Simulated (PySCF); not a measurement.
How methods differ on the ionisation energy of Ar⁺

Ar⁺ [Ne] 3s2 3p5 (2P) → Ar²⁺ [Ne] 3s2 3p4 (3P), as a difference of total energies. Computed with PySCF 2.14 in aug-cc-pV(T+d)Z (6s5p4d2f, 55 functions), with the non-relativistic Hamiltonian (point nucleus). Correlated levels: valence: [Ne] frozen. The calculations carry no spin-orbit coupling.

| method | ionisation energy (eV) | plus first-order spin-orbit estimate | error of that sum (eV) |
| --- | --- | --- | --- |
| UHF | 26.372 | 26.366 | -1.264 |
| MP2 (valence) | 27.371 | 27.364 | -0.266 |
| SCS-MP2 (valence) | 27.368 | 27.362 | -0.268 |
| CCSD (valence) | 27.336 | 27.330 | -0.300 |
| CCSD(T) (valence) | 27.374 | 27.368 | -0.262 |

Reference: 27.630 eV (measured; NIST Atomic Spectra Database, ionization energies).

A first-order spin-orbit estimate (lowest level to lowest level, LS coupling) adds -0.007 eV.

Errors of the correlated levels include the incompleteness of this basis and the frozen core.
